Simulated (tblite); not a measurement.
A tight-binding relaxation on `[O]c1ccc2c(c1)C2` [radical].

Computed with GFN2-xTB geometry optimisation, gas phase (tblite 0.8.0). Start geometry: from a force field or distance geometry. A driver script takes a list of jobs; this job's settings line and coordinates (Å) are shown.

Command:
```bash
OMP_NUM_THREADS=1 python probes_run.py task.json out
```

Input:
```
{"job": {"kind": "relax", "xc": "GFN2-xTB", "basis": "xTB"}, "charge": 0, "multiplicity": 2}
O     -2.757600    -1.058200     0.452000
C     -1.618200    -0.540100     0.250700
C     -1.398300     0.839500     0.176100
C     -0.148800     1.370400    -0.044500
C      0.817100     0.407500    -0.132900
C      0.870700    -0.974400    -0.094600
C     -0.427100    -1.350300     0.113700
C      2.102600    -0.052800    -0.306900
H     -2.256800     1.505200     0.273400
H      0.041300     2.418900    -0.103800
H     -0.603800    -2.434400     0.186000
H      2.555600    -0.104300    -1.288000
H      2.819000    -0.026400     0.501100
```

Output:
```
step      E/eV     max force
  0    -582.50331    4.211
  1    -582.87446    3.324
  2    -583.14873    2.002
  3    -583.36226    0.842
  4    -583.40981    0.767
  5    -583.45112    0.532
  6    -583.49851    0.650
  7    -583.53348    0.565
  8    -583.55066    0.374
  9    -583.56304    0.276
 10    -583.57767    0.381
 11    -583.58876    0.319
 12    -583.59267    0.132
 13    -583.59400    0.096
 14    -583.59459    0.057
 15    -583.59495    0.052
 16    -583.59523    0.045
 17    -583.59542    0.041
 18    -583.59551    0.025
 19    -583.59555    0.017
 20    -583.59556    0.012
 21    -583.59557    0.008
```

«max force» is the largest atomic force in eV/Å.

Problem. From which step on does the largest force stay under 0.1 eV/Å, and how much energy is left to gain from there?

Solution. From step 13 (0.096 eV/Å), 1.6 meV above the end.

Summary of the converged run: energy lowered by 25.2 kcal/mol over 21 steps; largest atomic force 0.008 eV/Å at the end.

Problem. Give the final coordinates.

Solution. 0.149 Å rms from the input after alignment:
```
atom  x, y, z in Å
O1    -2.6947   -1.0588    0.4390
C2    -1.5728   -0.5806    0.2538
C3    -1.3890    0.8716    0.1682
C4    -0.1723    1.5021   -0.0370
C5     0.8722    0.6250   -0.1559
C6     0.7486   -0.7649   -0.0816
C7    -0.3855   -1.4434    0.1130
C8     2.0996   -0.1892   -0.3029
H9    -2.2937    1.4509    0.2790
H10   -0.0838    2.5778   -0.0937
H11   -0.5063   -2.5133    0.1740
H12    2.5556   -0.2746   -1.2833
H13    2.8178   -0.2019    0.5098
```

Time: under 0.1 s wall. Hardware: Arm Neoverse V2, one thread, on a shared host.
Labels such as C1 count atoms from 1, the log's own numbers from 0.
